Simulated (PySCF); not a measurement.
# How methods differ on the ionisation energy of Br⁺

Br⁺ [Ar] 3d10 4s2 4p4 (3P) → Br²⁺ [Ar] 3d10 4s2 4p3 (4S), as a difference of total energies. All numbers are calculated (PySCF 2.14, the non-relativistic Hamiltonian (point nucleus), in 6-31G* (5s4p3d, 32 functions)). Correlated levels: valence: [Ar] 3d10 frozen. The calculations carry no spin-orbit coupling.

```tsv
method	ionisation energy (eV)
UHF	20.207
BP86	21.596
TPSS	21.441
MP2 (valence)	20.565
SCS-MP2 (valence)	20.578
CCSD (valence)	20.578
CCSD(T) (valence)	20.587
```

Question: How much does correlation contribute at CCSD(T) (valence)?

Answer: 20.587 − (20.207) = 0.380 eV, measured against UHF.

These non-relativistic numbers lack the scalar-relativistic shift.

Errors of the correlated levels include the incompleteness of this basis and the frozen core.

For comparison: 21.409 eV (measured; NIST levels, between the centres of gravity of the two terms).
